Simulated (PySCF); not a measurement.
Here is a job for PySCF.
```python
from pyscf import gto, scf, mp

mol = gto.Mole()
mol.atom = '''
    C     1.171013    0.004751   -0.092470
    N     0.446365    1.083380   -0.115987
    C    -0.856665    0.747767    0.092638
    N    -0.942221   -0.666660    0.207449
    N     0.377843   -1.083067    0.014059
    H     2.229201   -0.057500   -0.215749
    H    -1.680901    1.382009   -0.145967
    H    -1.608295   -1.175186   -0.377944
'''
mol.basis = 'sto-3g'
mol.charge = 0
mol.spin = 2
mol.verbose = 3
mol.build()

mf = scf.UHF(mol)
mf.kernel()

pt = mp.MP2(mf)
pt.kernel()
print('E(MP2) = %.10f' % pt.e_tot)
```

Q: Predict the total energy from PySCF with MP2/STO-3G.

A: -237.8493 Eh

Q: What MP2 correlation energy does MP2/STO-3G give?

A: -0.2282 Eh

Q: Estimate the number of basis functions that MP2/STO-3G returns for this input.

A: 28

Q: Predict the SCF-reference <S^2> from MP2/STO-3G.

A: 2.016

Q: What is the computed SCF-reference dipole moment (MP2/STO-3G)?

A: 1.36 D

These values belong to the state on which the SCF converged, which isn't shown to be the lowest.
